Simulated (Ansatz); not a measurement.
Computed with Ansatz.

`[SiH3][Sn]([SiH3])([Cl])[Cl]` at its PBE0-D4/def2-TZVP geometry, where that method's forces vanish. The species carries charge 0 and has multiplicity 1. Sn: def2 effective core potential.

```json
{"atom": "Si1", "x (Å)": "-1.148", "y (Å)": "2.042", "z (Å)": "0.170"}
{"atom": "Sn2", "x (Å)": "0.160", "y (Å)": "-0.116", "z (Å)": "0.649"}
{"atom": "Si3", "x (Å)": "0.933", "y (Å)": "-1.886", "z (Å)": "-1.044"}
{"atom": "Cl4", "x (Å)": "2.097", "y (Å)": "0.558", "z (Å)": "1.786"}
{"atom": "Cl5", "x (Å)": "-1.106", "y (Å)": "-1.279", "z (Å)": "2.245"}
{"atom": "H6", "x (Å)": "-2.445", "y (Å)": "1.682", "z (Å)": "-0.455"}
{"atom": "H7", "x (Å)": "-0.351", "y (Å)": "2.884", "z (Å)": "-0.757"}
{"atom": "H8", "x (Å)": "-1.360", "y (Å)": "2.736", "z (Å)": "1.462"}
{"atom": "H9", "x (Å)": "1.644", "y (Å)": "-2.947", "z (Å)": "-0.293"}
{"atom": "H10", "x (Å)": "-0.261", "y (Å)": "-2.436", "z (Å)": "-1.734"}
{"atom": "H11", "x (Å)": "1.837", "y (Å)": "-1.239", "z (Å)": "-2.028"}
```

(1) For each bond, give half the difference of the two atoms' forces along it (eV/Å; positive pushes the atoms apart) under PBE-D4, r2SCAN-D4, B3LYP-D4, ωB97M-V in def2-TZVPP. (Best estimate.)

## Answers

(1) The calculation gave: 
```tsv
bond	length (Å)	PBE-D4	r2SCAN-D4	B3LYP-D4	ωB97M-V
Si1–Sn2	2.568	-0.06	0.00	0.04	-0.01
Si1–H6	1.484	0.08	-0.02	-0.08	-0.09
Si1–H7	1.484	0.08	-0.02	-0.08	-0.09
Si1–H8	1.482	0.08	-0.02	-0.09	-0.10
Sn2–Si3	2.568	-0.06	0.00	0.04	-0.01
Sn2–Cl4	2.345	0.25	0.09	0.26	0.03
Sn2–Cl5	2.345	0.25	0.09	0.26	0.03
Si3–H9	1.482	0.08	-0.02	-0.09	-0.10
Si3–H10	1.484	0.08	-0.02	-0.08	-0.09
Si3–H11	1.484	0.08	-0.02	-0.08	-0.09
```

B3LYP here is the variant with VWN-RPA as its local correlation; programs differ in this.
